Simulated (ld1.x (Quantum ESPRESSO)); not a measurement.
## Logarithmic derivatives: cobalt, RRKJ

```json
{
  "Element": "cobalt (Co)",
  "Generator": "ld1.x (Quantum ESPRESSO) 7.5",
  "Type": "norm-conserving RRKJ (Kleinman–Bylander form)",
  "Functional": "revPBE",
  "Relativity": "scalar-relativistic",
  "Frozen core": "[Ne] 3s2",
  "Valence charge": "15",
  "Reference configuration": "3p6 3d7 4s2 4p0",
  "Partial waves": "4s (bound): rc 2.50 bohr; 3p (bound): rc 1.35 bohr; 3d (bound): rc 1.65 bohr",
  "Local potential": "all-electron potential smoothed inside 1.65 bohr (lloc = -2)",
  "Core correction": "none",
  "rho0": "0.001"
}
```

The phase is arctan(r·u′/u) with u = r·R(r), unwrapped; energies in Ry, scanned from -7 to 5 Ry. A pole is an energy at which the radial function vanishes at the test radius. The pseudo phase is shifted by a multiple of π to meet the all-electron one at the reference energy, and phase errors are pseudo minus all-electron; the curves can meet again beyond the range given. Levels narrower than the energy grid can be missing from the lists of poles.

For each channel, where are the poles, and over which energies does the pseudopotential scatter like the atom?

```csv
channel,radius (bohr),reference energy (Ry),"poles, all-electron","poles, pseudo",unbroken range about the reference energy with phases within 0.05 rad,phase error 1 Ry above the reference energy (rad)
s,2.71,-0.40,1.08,"0.98, 3.05",below 1.6,-0.009
p,2.71,-4.82,"-4.82, 2.04","-4.82, 2.30",below -0.3,+0.000
d,2.71,-0.60,"-0.51, 3.75","-0.51, 4.23",below 0.9,+0.014
```

Phases in the s channel:

```
E (Ry)  all-electron  pseudo
 -7.00         1.424   1.423
 -6.48         1.417   1.416
 -5.96         1.409   1.408
 -5.44         1.400   1.399
 -4.92         1.389   1.389
 -4.40         1.376   1.376
 -3.88         1.360   1.359
 -3.36         1.339   1.338
 -2.84         1.310   1.309
 -2.32         1.266   1.265
 -1.80         1.194   1.192
 -1.28         1.041   1.038
 -0.76         0.547   0.544
 -0.24        -0.825  -0.825
  0.28        -1.351  -1.357
  0.80        -1.518  -1.531
  1.32        -1.607  -1.636
  1.84        -1.675  -1.761
  2.36        -1.743  -2.721
  2.88        -1.833  -4.651
  3.40        -1.992  -4.796
  3.92        -2.408  -4.898
  4.44        -3.556  -5.044
  4.96        -4.231  -5.412
```
